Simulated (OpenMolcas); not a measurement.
Consider [Cu2(μ-OH)2(NH3)4]2+, a planar model complex in vacuum (2 bridging OH, bridge angle 84°, metal-metal distance 2.55 Å, Cu–OH 1.90 Å; typed geometry, not optimised).

```xyz
22

Cu    -1.2734     0.0000     0.0000
Cu     1.2734     0.0000     0.0000
O      0.0000     1.4142     0.0000
H      0.0000     2.3742     0.0000
O      0.0000    -1.4142     0.0000
H      0.0000    -2.3742     0.0000
N     -2.7088     1.4354     0.0000
H     -2.9906     1.7172     0.9389
H     -2.4156     2.2922    -0.4695
H     -3.5656     1.1423    -0.4694
N     -2.7088    -1.4354     0.0000
H     -2.9906    -1.7172     0.9389
H     -3.5656    -1.1423    -0.4695
H     -2.4156    -2.2922    -0.4694
N      2.7088     1.4354     0.0000
H      2.9906     1.7172     0.9389
H      3.5656     1.1423    -0.4695
H      2.4156     2.2922    -0.4694
N      2.7088    -1.4354     0.0000
H      2.9906    -1.7172     0.9389
H      2.4156    -2.2922    -0.4695
H      3.5656    -1.1423    -0.4694
```

**Question.** Give the energies of the total-spin states at CASSCF(2,2) on the singly occupied d orbitals (ANO-RCC-VDZP on Cu, O, N and ANO-RCC-VDZ on H, scalar-relativistic DKH2, RICD, no spin-orbit coupling, OpenMolcas), and the exchange constant.

**Answer.** Local spins 1/2 and 1/2.

| total S | E (cm⁻¹) | natural occupations, lowest and highest |
|---|---|---|
| 1 | 0.0 | 1.000, 1.000 |
| 0 | 19.4 | 0.986, 1.014 |

J = 9.7 cm⁻¹ (ferromagnetic).

J is defined by H = −2J S1·S2, so negative values are antiferromagnetic. Wave-function values come from the highest and lowest total spin; broken-symmetry values use Yamaguchi's formula with the computed ⟨S²⟩. The active space holds the singly occupied metal orbitals alone, without bridging-ligand orbitals. No row is a measured value.
